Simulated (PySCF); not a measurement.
CH4O3, SMILES OC(O)O. Atoms are numbered in the order given.

```xyz
8

O     -0.1606     0.7062     1.0927
C      0.3448     0.0213     0.0000
O     -0.0352    -1.3245     0.0000
O     -0.1606     0.7062    -1.0927
H      0.1658     0.2476     1.8780
H      1.4572    -0.0077     0.0000
H     -1.0069    -1.3180     0.0000
H      0.1658     0.2476    -1.8780
```
Charge 0, spin multiplicity 1.

Geometry: r2SCAN-D4/def2-SVP. Other conformers were not sampled.

These are PySCF with ωB97X/def2-TZVPD values and carry that method's errors.

Q: Estimate the frontier levels, gap, dipole moment and polarisability. (Estimate from the structure and the level; the computed values follow.)

A: 
```json
{
 "highest_occupied_level": "-11.18 eV",
 "lowest_empty_level": "1.59 eV",
 "orbital_gap": "12.77 eV",
 "dipole_moment": "1.51 D",
 "quadrupole, principal values (traceless, Buckingham form, about the centre of nuclear charge)": "-10.77, 3.24, 7.53 D·Å",
 "mean_static_polarisability": "30.5 bohr³ (4.52 Å³)",
 "polarisability_principal_values": "29.0, 30.1, 32.5 bohr³"
}
```
